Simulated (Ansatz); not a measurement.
Program: Ansatz. Geometries: PBE0-D4/def2-TZVP. ΔE: electronic, gas phase. CCSD(T)/CBS is the MP2 limit (def2-TZVPP, def2-QZVPP) plus CCSD(T) − MP2 in def2-TZVPP, frozen cores. This one scheme is used for every species. Functionals use def2-TZVPP. B3LYP here is the variant with VWN-RPA as its local correlation; programs differ in this. Each species was taken in one conformer, which may not be the lowest.

`B[CH2][Al]([CH3])[CH3]` + `OCO` → `BCOCO` + `[CH3][AlH][CH3]`  (substitution at a C–Al bond)

| level | ΔE (kJ/mol) | difference from CCSD(T)/CBS |
| --- | --- | --- |
| PBE-D4 | 133.1 | -0.4 |
| r2SCAN-D4 | 133.5 | 0.0 |
| PBE0-D4 | 132.7 | -0.8 |
| B3LYP-D4 | 124.6 | -8.9 |
| ωB97X-V | 120.0 | -13.5 |
| ωB97M-V | 128.9 | -4.6 |
| r2SCAN | 132.8 | -0.7 |
| PBE0 | 131.0 | -2.5 |
| HF/def2-TZVPP | 103.7 | -29.8 |
| MP2/def2-TZVPP | 138.6 | 5.1 |
| SCS-MP2/def2-TZVPP | 128.3 | -5.2 |
| CCSD(T)/def2-TZVPP | 130.3 | -3.2 |
| MP2/def2-QZVPP | 140.6 | 7.1 |
| HF/CBS(def2) | 104.0 | -29.5 |
| MP2/CBS(def2) | 141.9 | 8.4 |
| CCSD/CBS(def2) | 130.0 | -3.5 |
| CCSD(T)/CBS | 133.5 | 0 |

Largest T1 diagnostic among the species: 0.011.

In def2-TZVPP, CCSD(T) changes the Hartree–Fock value by +26.6 kJ/mol (the triples alone add +3.6 kJ/mol) and MP2 by +35.0 kJ/mol.
